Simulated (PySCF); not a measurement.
## How methods differ on the interval between two levels of P⁺

P⁺ [Ne] 3s2 3p2 [3P2, M_J = 2] → P⁺ [Ne] 3s1 3p3 [5S2, M_J = 2], as a difference of total energies. All numbers are calculated (PySCF 2.14, the two-component X2C-1e Hamiltonian, in x2c-TZVPall-2c with one added diffuse shell each of s, p type (6s7p2d1f, 44 functions)). Correlated levels: [Ne] frozen; the 6 highest virtual spinors dropped. "Screened" scales the spin-orbit matrix elements by Boettger's factors to mimic the two-electron term; Breit and QED terms are absent.

**Question.** Order these methods by the interval between two levels they give, lowest first.
A. GMP2 (spin-free)
B. GHF (spin-free)
C. GMP2 (screened spin-orbit)
D. GHF (screened spin-orbit)

**Answer.** D (31088 cm⁻¹), B (31255 cm⁻¹), C (40225 cm⁻¹), A (40393 cm⁻¹).

Errors of the correlated levels include the incompleteness of this basis and the frozen core.

The labels give the starting determinants; with spin-orbit coupling the two ends relaxed to ⟨J²⟩ = 6.01, ⟨L²⟩ = 2.01, ⟨S²⟩ = 2.00 and ⟨J²⟩ = 6.00, ⟨L²⟩ = 0.00, ⟨S²⟩ = 6.00.

For comparison: 45228 cm⁻¹ (measured; NIST Handbook of Basic Atomic Spectroscopic Data (Sansonetti and Martin, J. Phys. Chem. Ref. Data 34, 1559 (2005))).
